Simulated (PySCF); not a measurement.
A species of formula C6H13NSi2 has this rotational fingerprint, computed with PBE0-D3(BJ)/def2-SVP geometry optimisation, gas phase (PySCF):

| Item | Value |
| --- | --- |
| Rotational constants | A = 1908, B = 883.2, C = 716.7 MHz |
| Dipole components | \|μa\| = 1.35 D, \|μb\| = 0.30 D, \|μc\| = 0.01 D |
| Inertial defect | -131.93 u·Å² |
| κ | -0.72 |

**Question.** Which structure is it? (One computed conformer of each.)
A. `[SiH3:1][C:2]#[C:3][SiH2:4][N:5]1[CH2:6][CH2:7][CH2:8][CH2:9]1` with C3–Si4–N5–C6 -77°, Si4–N5–C6–C7 -161°, N5–C6–C7–C8 -25°, C6–C7–C8–C9 2°, C7–C8–C9–N5 22°
B. `[SiH3:1][N:2]([SiH3:3])[C@@H:4]1[CH:5]=[CH:6][C@H:7]2[CH2:8][C@@H:9]12` with Si1–N2–C4–C5 40°

**Answer.** B. It is [SiH3]N([SiH3])[C@@H]1C=C[C@H]2C[C@@H]12, an asymmetric top, point group C1. The candidates at the same level (rigid rotor, commonest isotopes):

| SMILES | A (MHz) | B (MHz) | C (MHz) | μa (D) | μb (D) | μc (D) | Δ (u·Å²) | point group | rotor |
| --- | --- | --- | --- | --- | --- | --- | --- | --- | --- |
| [SiH3]C#C[SiH2]N1CCCC1 | 2501 | 422.5 | 402.0 | 1.12 | 0.83 | 0.00 | -141.35 | – | near-prolate asymmetric top |
| [SiH3]N([SiH3])[C@@H]1C=C[C@H]2C[C@@H]12 | 1908 | 883.2 | 716.7 | 1.35 | 0.30 | 0.01 | -131.93 | C1 | asymmetric top |

`[SiH3]C#C[SiH2]N1CCCC1` has B 52 % too low. No structure here is proved a minimum.
